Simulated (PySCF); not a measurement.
C2H7Bi, SMILES [BiH2][CH2]C.

Geometry optimised at PBE0-D3(BJ)/def2-SVP. The def2 effective core potentials stand for the cores of Bi; spin–orbit coupling is left out.

All values below come from IEF-PCM-B3LYP/def2-SVP (PySCF 2.14.0).

The values are the electrostatic part of the solvation free energy, E(continuum) − E(gas) at the gas-phase geometry, in a cavity of scaled van der Waals radii (PySCF's table); cavitation and dispersion terms are not included. A continuum can't describe solvent molecules that bind to the metal. In vacuum the orbital gap is 6.46 eV. The dipole moment in vacuum is 0.98 D.

Computed values in water (ε = 78.36), cyclohexanone (ε = 15.62), toluene (ε = 2.37):
```tsv
solvent	ε	ΔG(elec) (kcal/mol)	dipole (D)	gap (eV)
water	78.36	-0.9	1.48	6.50
cyclohexanone	15.62	-0.9	1.42	6.49
toluene	2.37	-0.4	1.17	6.47
```
